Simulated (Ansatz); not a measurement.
Coupled-cluster diagnostics for the cluster Ti2F2 (the lowest singlet isomer of a short search), Ansatz.

Geometry of the singlet (r2SCAN-D4/def2-SVP):

```tsv
atom	x (Å)	y (Å)	z (Å)
Ti1	-0.730	0.119	0.873
Ti2	0.818	0.788	-0.137
F3	0.723	-1.124	0.366
F4	-0.812	0.217	-1.102
```

Correlated methods freeze 12 core orbitals; core or outer-core shells of Ti are correlated, in sets that lack core-valence functions. The geometry of the singlet was relaxed on an unsound state (restricted singlet, unstable towards broken spin symmetry at other levels and untested here). At PBE0-D4/def2-TZVP a quintet of charge 0 lies 0.18 eV below the restricted singlet, each at its own geometry. The structure comes from a short search, and lower isomers may exist.

Q: Estimate the CCSD(T) correlation energy, the shares of MP2 and (T), T1 and the reference's ⟨S²⟩ for: charge 0, singlet, own geometry in def2-TZVPP; and the rough time on 4 threads of Arm Neoverse V1 on a shared host.

A: 
```csv
state,basis,correlation (eV),MP2 share (%),(T) share (%),T1,⟨S²⟩ (pure),wall time,remarks
"charge 0, singlet, own geometry",def2-TZVPP,-40.330,103.7,5.6,0.057,0.00 (0.00),4.4 min,"flagged by the program, large T1 (0.057), restricted SCF unstable at other levels, stability undecided"
```
Customary marks for T1 are 0.02 (closed shells), 0.045 (open shells) and about 0.05 (3d metals). T1 exceeds 0.02 in 1 of 1 rows and 0.045 in 1; the higher it lies, the less the single-reference result can be trusted.
